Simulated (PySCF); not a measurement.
Potential energy curve for SMILES B. The B1–H4 bond (B1 also carries H, H; H4 carries nothing else) is varied alone, starting from the PBE0/def2-TZVP optimised geometry.

- UHF/cc-pVTZ (PySCF)
- RHF/cc-pVTZ (PySCF)
- UKS-PBE = unrestricted PBE/cc-pVTZ run with PySCF
- RKS-PBE = restricted PBE/cc-pVTZ (PySCF)
- UKS-wB97X-V = unrestricted wB97X-V/cc-pVTZ in PySCF 2.14.0
- RKS-wB97X-V = restricted wB97X-V/cc-pVTZ in PySCF
- UKS-PBE0 = unrestricted PBE0/cc-pVTZ run with PySCF 2.14.0
- RKS-PBE0 = restricted PBE0/cc-pVTZ (PySCF)
- UKS-B3LYP/6-31G* = PySCF 2.14.0 with unrestricted B3LYP/6-31G*, spherical d
- RKS-B3LYP/6-31G* = restricted B3LYP/6-31G*, spherical d run with PySCF 2.14.0
- UKS-B3LYP/6-311+G** = unrestricted B3LYP/6-311+G**, spherical d (PySCF 2.14.0)
- RKS-B3LYP/6-311+G** = restricted B3LYP/6-311+G**, spherical d (PySCF)

Scanned distances (Å): 0.94, 1.02, 1.08, 1.12, 1.15, 1.19, 1.23, 1.27, 1.33, 1.37, 1.49, 1.60, 1.79, 1.99, 2.15, 2.37, 2.62, 2.92, 3.25, 3.56, 4.17.

Task: Where does the unrestricted solution first break spin symmetry (<S²> of 0.01 or more)?

Result: UHF: between 1.79 and 1.99 Å; UKS-PBE: between 2.37 and 2.62 Å; UKS-wB97X-V: between 2.15 and 2.37 Å; UKS-PBE0: between 2.15 and 2.37 Å; UKS-B3LYP/6-31G*: between 2.15 and 2.37 Å; UKS-B3LYP/6-311+G**: between 2.15 and 2.37 Å.

| R / Å | <S²> UHF | E(RHF) − E(UHF) / mEh | <S²> UKS-PBE | E(RKS-PBE) − E(UKS-PBE) / mEh | <S²> UKS-wB97X-V | E(RKS-wB97X-V) − E(UKS-wB97X-V) / mEh | <S²> UKS-PBE0 | E(RKS-PBE0) − E(UKS-PBE0) / mEh | <S²> UKS-B3LYP/6-31G* | E(RKS-B3LYP/6-31G*) − E(UKS-B3LYP/6-31G*) / mEh | <S²> UKS-B3LYP/6-311+G** | E(RKS-B3LYP/6-311+G**) − E(UKS-B3LYP/6-311+G**) / mEh |
|---|---|---|---|---|---|---|---|---|---|---|---|---|
| 0.94 | 0.00 | 0.0 | 0.00 | 0.0 | 0.00 | 0.0 | 0.00 | 0.0 | 0.00 | 0.0 | 0.00 | 0.0 |
| 1.02 | 0.00 | 0.0 | 0.00 | 0.0 | 0.00 | 0.0 | 0.00 | 0.0 | 0.00 | 0.0 | 0.00 | 0.0 |
| 1.08 | 0.00 | 0.0 | 0.00 | 0.0 | 0.00 | 0.0 | 0.00 | 0.0 | 0.00 | 0.0 | 0.00 | 0.0 |
| 1.12 | 0.00 | 0.0 | 0.00 | 0.0 | 0.00 | 0.0 | 0.00 | 0.0 | 0.00 | 0.0 | 0.00 | 0.0 |
| 1.15 | 0.00 | 0.0 | 0.00 | 0.0 | 0.00 | 0.0 | 0.00 | 0.0 | 0.00 | 0.0 | 0.00 | 0.0 |
| 1.19 | 0.00 | 0.0 | 0.00 | 0.0 | 0.00 | 0.0 | 0.00 | 0.0 | 0.00 | 0.0 | 0.00 | 0.0 |
| 1.23 | 0.00 | 0.0 | 0.00 | 0.0 | 0.00 | 0.0 | 0.00 | 0.0 | 0.00 | 0.0 | 0.00 | 0.0 |
| 1.27 | 0.00 | 0.0 | 0.00 | 0.0 | 0.00 | 0.0 | 0.00 | 0.0 | 0.00 | 0.0 | 0.00 | 0.0 |
| 1.33 | 0.00 | 0.0 | 0.00 | 0.0 | 0.00 | 0.0 | 0.00 | 0.0 | 0.00 | 0.0 | 0.00 | 0.0 |
| 1.37 | 0.00 | 0.0 | 0.00 | 0.0 | 0.00 | 0.0 | 0.00 | 0.0 | 0.00 | 0.0 | 0.00 | 0.0 |
| 1.49 | 0.00 | 0.0 | 0.00 | 0.0 | 0.00 | 0.0 | 0.00 | 0.0 | 0.00 | 0.0 | 0.00 | 0.0 |
| 1.60 | 0.00 | 0.0 | 0.00 | 0.0 | 0.00 | 0.0 | 0.00 | 0.0 | 0.00 | 0.0 | 0.00 | 0.0 |
| 1.79 | 0.00 | 0.0 | 0.00 | 0.0 | 0.00 | 0.0 | 0.00 | 0.0 | 0.00 | 0.0 | 0.00 | 0.0 |
| 1.99 | 0.26 | 2.2 | 0.00 | 0.0 | 0.00 | 0.0 | 0.00 | 0.0 | 0.00 | 0.0 | 0.00 | 0.0 |
| 2.15 | 0.52 | 11.3 | 0.00 | 0.0 | 0.00 | 0.0 | 0.00 | 0.0 | 0.00 | 0.0 | 0.00 | 0.0 |
| 2.37 | 0.73 | 29.3 | 0.00 | 0.0 | 0.31 | 2.3 | 0.32 | 2.2 | 0.24 | 1.5 | 0.21 | 1.0 |
| 2.62 | 0.86 | 51.9 | 0.45 | 3.5 | 0.64 | 13.5 | 0.65 | 12.0 | 0.57 | 9.5 | 0.53 | 7.9 |
| 2.92 | 0.94 | 77.9 | 0.75 | 13.2 | 0.85 | 31.6 | 0.84 | 26.9 | 0.79 | 22.6 | 0.77 | 19.7 |
| 3.25 | 0.98 | 102.8 | 0.91 | 24.6 | 0.94 | 51.7 | 0.94 | 42.7 | 0.91 | 36.9 | 0.90 | 32.6 |
| 3.56 | 0.99 | 122.5 | 0.97 | 33.9 | 0.98 | 68.7 | 0.98 | 55.1 | 0.96 | 48.7 | 0.95 | 43.1 |
| 4.17 | 1.00 | 152.1 | 1.00 | 46.5 | 1.00 | 95.1 | 1.00 | 72.4 | 0.00 | — | 0.99 | 58.0 |

Dashes: no converged value, or the column stops at the first point that the program doubted or that broke a chosen test of continuity, which isn't proof of a fault.
